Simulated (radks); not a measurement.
Values are calculated unless marked as measured or tabulated.
Q: These are the eigenvalues of the occupied orbitals of an atom or ion with whole-number occupations (eV). Level of theory: scalar-relativistic Kohn-Sham, PBE, spin-polarised, spherical densities, point nucleus (a radial shooting solver on a logarithmic mesh with Libxc functionals).

1s up: -4404.312
1s down: -4404.286
2s up: -481.3827
2s down: -481.1304
2p up: -395.2968
2p down: -395.0953
3s up: -62.4156
3s down: -61.4712
3p up: -41.0140
3p down: -40.0340
3d up: -10.4361
4s up: -10.2342

Which element is it, and in what charge state? The configuration may be excited. Open shells, if any, are filled with parallel spins first.

A: Z = 21, scandium, charge +1: Sc+ in [Ar] 3d1 4s1. The list shows which subshells hold electrons but not how many an open one holds; the 1s level, -161.86 hartree, gives Z - s = 18.0 by -(Z - s)^2/2, which with screening and relativity narrows Z to a few neighbours, and the depths of the outer levels then fix element, charge and occupations together.
